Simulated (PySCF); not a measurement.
## Spinor energies of F (fluorine, neutral)

Start: [He] 2s2 2p5; 2p1/2 filled at m_j = -1/2, +1/2; 2p3/2 filled at m_j = -1/2, +1/2, +3/2. Calculated with PySCF 2.14 in x2c-SVPall-2c with one added diffuse shell of s type (4s2p1d, 15 functions): generalised Hartree-Fock with the X2C-1e Hamiltonian and a Gaussian nucleus; one run each with spin-orbit coupling (SO) switched off, then screened by Boettger's factors.

```tsv
spinor shell	electrons	ε, spin-free (eV)	ε, screened SO (eV)	weight of nominal j (screened SO)	rms radius, screened SO (bohr)
1s1/2	2	-718.20	-718.20	1.000	0.204
2s1/2	2	-41.874	-41.871	1.000	1.12
2p1/2	2	-19.705	-19.691	0.662	1.22
2p3/2	3	-19.705	-19.717	0.774	1.22
```

```csv
quantity,spin-free,screened SO
E (hartree),-99.36805,-99.36870
M_J,3/2,3/2
⟨J²⟩,3.754,3.754
⟨L²⟩,2.002,2.002
⟨S²⟩,0.752,0.752
```

Each row is a mean over spinors that exchange with the open shell spreads, by up to 5.242 eV (2s1/2).

Rows whose weight is well below 1 are mixtures of j = l ± 1/2: exchange outweighs spin-orbit coupling there, and the label is only the starting occupation.

Without spin-orbit coupling the j labels of p, d and f shells carry no meaning; the spin-free column gives the mean over the occupied spinors of each nl shell.
